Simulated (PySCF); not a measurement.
Compound: C6H6OS.
Bonds: C1–C2, C2–O3 (double), C2–C4, C4–C5 (aromatic), C5–C6 (aromatic), C6–C7 (aromatic), C7–S8 (aromatic), C4–S8 (aromatic). Hydrogens: H9, H10, H11 on C1; H12 on C5; H13 on C6; H14 on C7.

The same species was optimised twice, with GFN2-xTB and with PBE0-D3(BJ)/def2-SVP (PySCF), and the same property calculations (PySCF, gas phase) were run on both structures.

```csv
coordinate,GFN2-xTB,PBE0-D3(BJ)/def2-SVP,change
C2–C4 (Å),1.462,1.479,+0.017
C6–C7 (Å),1.362,1.375,+0.013
C5–C6 (Å),1.404,1.415,+0.011
C4–S8 (Å),1.736,1.731,-0.005
C4–C5 (Å),1.373,1.379,+0.006
C7–S8 (Å),1.711,1.710,-0.001
C2=O3 (Å),1.212,1.212,0.000
C1–C2 (Å),1.508,1.508,0.000
C1–C2–C4 (°),115.8,117.8,+2.0
O3–C2–C4 (°),121.2,120.1,-1.1
C2–C4–C5 (°),126.2,125.3,-0.9
C1–C2–O3 (°),123.1,122.2,-0.9
C2–C4–S8 (°),123.0,123.8,+0.8
C4–S8–C7 (°),91.2,91.9,+0.7
C6–C7–S8 (°),112.5,112.0,-0.5
C4–C5–C6 (°),113.2,112.9,-0.3
C1–C2–C4–C5 (°),-178,180,-2
```

Rotational constants: A = 3548, B = 1450, C = 1036 MHz (GFN2-xTB) against A = 3549, B = 1423, C = 1022 MHz (PBE0-D3(BJ)/def2-SVP). Atoms that the bonding makes alike are paired by their places after alignment.

On the GFN2-xTB structure: HOMO (eV) -7.32 [PBE0/pcSseg-1]; LUMO (eV) -1.85 [PBE0/pcSseg-1]; dipole (D) 3.09 [PBE0/pcSseg-1]; GIAO shielding of C1 (ppm) 156.7 [PBE0/pcSseg-1]; GIAO shielding of C2 (ppm) -4.5 [PBE0/pcSseg-1]; GIAO shielding of O3 (ppm) -291.2 [PBE0/pcSseg-1]; GIAO shielding of C4 (ppm) 36.2 [PBE0/pcSseg-1]; GIAO shielding of C5 (ppm) 48.7 [PBE0/pcSseg-1]; GIAO shielding of C6 (ppm) 54.3 [PBE0/pcSseg-1]; GIAO shielding of C7 (ppm) 46.8 [PBE0/pcSseg-1]; GIAO shielding of S8 (ppm) 273.9 [PBE0/pcSseg-1].

Task: What do these properties become on the PBE0-D3(BJ)/def2-SVP structure?

Result: 
```
                                    property          level  on GFN2-xTB  on PBE0-D3(BJ)/def2-SVP  change
                                   HOMO (eV)  PBE0/pcSseg-1        -7.32                    -7.29   +0.03
                                   LUMO (eV)  PBE0/pcSseg-1        -1.85                    -1.82   +0.03
                                  dipole (D)  PBE0/pcSseg-1         3.09                     2.98   -0.11
energy, GFN2-xTB geometry as zero (kcal/mol)  PBE0/pcSseg-1          0.0                     -0.6    -0.6
                  GIAO shielding of C1 (ppm)  PBE0/pcSseg-1        156.7                    155.3    -1.4
                  GIAO shielding of C2 (ppm)  PBE0/pcSseg-1         -4.5                     -4.8    -0.3
                  GIAO shielding of O3 (ppm)  PBE0/pcSseg-1       -291.2                   -295.1    -3.9
                  GIAO shielding of C4 (ppm)  PBE0/pcSseg-1         36.2                     36.0    -0.2
                  GIAO shielding of C5 (ppm)  PBE0/pcSseg-1         48.7                     46.6    -2.1
                  GIAO shielding of C6 (ppm)  PBE0/pcSseg-1         54.3                     51.7    -2.6
                  GIAO shielding of C7 (ppm)  PBE0/pcSseg-1         46.8                     45.7    -1.1
                  GIAO shielding of S8 (ppm)  PBE0/pcSseg-1        273.9                    276.4    +2.5
```

The heavy atoms differ by 0.030 Å rms after alignment. Among bonds between heavy atoms C2–C4 changes most (+0.017 Å). Changes are differences of the printed values. Neither structure is proved a minimum here.

The values belong to the conformer `[CH3:1][C:2](=[O:3])[c:4]1[cH:5][cH:6][cH:7][s:8]1`: C1–C2–C4–C5 180°.
